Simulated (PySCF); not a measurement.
## Radial density of Be (beryllium, neutral)

r2SCAN, [He] 2s2, closed-shell 1S. All numbers are calculated (PySCF 2.14, the spin-free X2C one-electron Hamiltonian (Gaussian nucleus), in x2c-SVPall (3s2p, 9 functions)).

```csv
r (bohr),4πr²ρ (e/bohr)
0.00708,0.01998
0.0119,0.05569
0.0200,0.1514
0.0337,0.3885
0.0567,0.9061
0.0953,1.900
0.160,3.232
0.270,3.997
0.454,2.867
0.763,0.9489
1.28,0.5145
2.16,0.7674
3.63,0.3687
6.11,0.02705
10.3,0.0001088
```

Densities and radii are taken from the X2C orbitals without a picture-change correction, which distorts them close to the nucleus.
